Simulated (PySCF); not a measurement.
From one molecule to another.

First species: C8H12.
Cartesian coordinates in Å at the GFN2-xTB level; atoms count from 1:
```xyz
20
C8H12 angstrom
C      2.833   -1.499    0.351
C      2.524   -0.422   -0.347
C      1.379   -0.333   -1.303
C      0.353    0.722   -0.857
C     -0.269    0.342    0.453
C     -1.548    0.114    0.617
C     -2.653   -0.255    1.504
C     -2.892    0.058    0.039
H      3.662   -1.520    1.038
H      2.264   -2.411    0.264
H      3.107    0.485   -0.237
H      0.886   -1.303   -1.385
H      1.756   -0.054   -2.291
H     -0.423    0.819   -1.618
H      0.858    1.687   -0.752
H      0.415    0.237    1.286
H     -2.988    0.459    2.244
H     -2.735   -1.282    1.831
H     -3.141   -0.759   -0.625
H     -3.393    0.983   -0.213
```

Second species: C8H12.
Geometry (GFN2-xTB, Å), atoms numbered from 1 in this order:
```xyz
20
C8H12 angstrom
C      4.8889    0.0798    1.0211
C      3.8334   -0.1537    0.4977
C      2.6044   -0.4474   -0.1266
C      1.5827    0.4047   -0.1701
C      0.2728    0.1126   -0.8207
C     -0.8727    0.1483    0.1973
C     -2.2258   -0.1154   -0.4581
C     -3.3613   -0.0865    0.5575
H      5.8081    0.2889    1.4805
H      2.5350   -1.4257   -0.5877
H      1.6728    1.3750    0.3015
H      0.0802    0.8648   -1.5927
H      0.3022   -0.8674   -1.3027
H     -0.6877   -0.6044    0.9677
H     -0.8913    1.1247    0.6873
H     -2.4072    0.6396   -1.2270
H     -2.2035   -1.0904   -0.9509
H     -3.4133    0.8852    1.0442
H     -4.3148   -0.2778    0.0707
H     -3.2081   -0.8442    1.3232
```

Levels: PBE0/def2-SVPD for dipole moment, HOMO energy, LUMO energy, HOMO–LUMO gap, static isotropic polarisability and electronic spatial extent ⟨r²⟩ about the centre of nuclear charge; TDDFT PBE0/def2-SVPD for lowest singlet excitation; TDA PBE0/def2-SVPD for lowest triplet excitation (Tamm–Dancoff); GFN2-xTB for rotational constant A and rotational constant C. Geometries: GFN2-xTB. Each structure is a single optimised conformer of the isolated species, non-relativistic unless stated. Electronic properties by PySCF.

The conformers computed, where there is a choice (atom-mapped SMILES and torsion angles):
- `[CH2:1]=[CH:2][CH2:3][CH2:4][CH:5]=[C:6]1[CH2:7][CH2:8]1`: C1–C2–C3–C4 118°, C2–C3–C4–C5 -64°, C3–C4–C5–C6 -118°
- `[CH:1]#[C:2]/[CH:3]=[CH:4]/[CH2:5][CH2:6][CH2:7][CH3:8]`: C3–C4–C5–C6 118°, C4–C5–C6–C7 179°, C5–C6–C7–C8 180°

Q: Which has the higher dipole moment?

A: The second: 1.31 D against 0.45 D, a difference of 0.86 D.

Q: Which has the higher ⟨r²⟩?

A: The second: 1928 bohr² against 1420 bohr², a difference of 508 bohr².

Q: Which of the two has the higher T1 energy, and by how much?

A: The first: 4.36 eV against 3.43 eV, a difference of 0.93 eV.

Q: Which has the higher LUMO energy?

A: The first: 0.23 eV against -0.67 eV, a difference of 0.90 eV.

Q: Which of the two has the higher S1 energy, and by how much?

A: The first: 6.36 eV against 5.50 eV, a difference of 0.86 eV.

Q: Which has the higher HOMO energy?

A: The second: -6.79 eV against -7.00 eV, a difference of 0.21 eV.

Q: Which of the two has the higher HOMO–LUMO gap, and by how much?

A: The first: 7.23 eV against 6.12 eV, a difference of 1.11 eV.

Q: Which has the higher rotational constant A?

A: The second: 9.132 GHz against 4.616 GHz, a difference of 4.516 GHz.

On the first: The principal polarisabilities are 75.7, 93.8 and 120.6 au; their mean is the isotropic value. The vertical singlet–triplet gap S1 − T1 is 2.00 eV (TDDFT singlet less Tamm–Dancoff triplet; S1: HOMO→LUMO, weight 0.75; T1: HOMO→LUMO, weight 0.49, beside HOMO→LUMO+1, weight 0.31).

On the second: S1 lies 0.62 eV below the HOMO–LUMO gap; its leading configuration is HOMO−1→LUMO, weight 0.95. The 6 singlets span 5.50 to 7.12 eV, and their oscillator strengths add up to 0.47.
